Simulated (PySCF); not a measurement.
Mapped SMILES: `[CH2:1]=[C:2]([CH2:3][SiH3:4])[C:5]([F:6])=[C:7]([F:8])[F:9]` (H(Xn): hydrogen on atom n). Ha(C1) is cis to C3; Hb(C1) is trans to C3.

[PySCF 2.14: coordinates at the GFN2-xTB level; shielding tensors at PBE0/pcSseg-1 (GIAO); no solvent model; rapidly exchanging positions averaged; no relativistic terms; one computed conformer]

List the cross peaks expected in HSQC, COSY and HMBC spectra.

Results:



HSQC (one-bond C–H):
```
           δH          δC
5.68 (Hb(C1))  118.5 (C1)
5.35 (Ha(C1))  118.5 (C1)
 2.05 (H(C3))   17.4 (C3)
```

COSY cross peaks (H two or three bonds apart, from the bond graph; peaks can be absent where the dihedral angle is near 90°):
```
           δH             δH
5.68 (Hb(C1))  5.35 (Ha(C1))
3.92 (H(Si4))   2.05 (H(C3))
```

HMBC (two and three bonds, from the bond graph):
```
           δH                                  δC
5.68 (Hb(C1))   141.0 (C2), 139.1 (C5), 17.4 (C3)
5.35 (Ha(C1))   141.0 (C2), 139.1 (C5), 17.4 (C3)
3.92 (H(Si4))               141.0 (C2), 17.4 (C3)
 2.05 (H(C3))  141.0 (C2), 139.1 (C5), 118.5 (C1)
```

Scale: TMS for 1H (σ = 31.72 ppm), 13C (σ = 186.93 ppm) (reference shieldings calculated alike).

Short H···H contacts in this conformer between protons four or more bonds apart (candidates for NOE cross peaks, intensity ∝ r⁻⁶): Ha(C1)···H(C3) 2.38 Å.

Shifts are as computed. Against solution values, carbons near 30 ppm lie about +3 ppm off and those near 130 ppm about +5 ppm. Of 1211 compounds with measured shifts, 218 miss one by over three times the rms of a fit or turn the order of signals round; such compounds aren't used in these exercises.
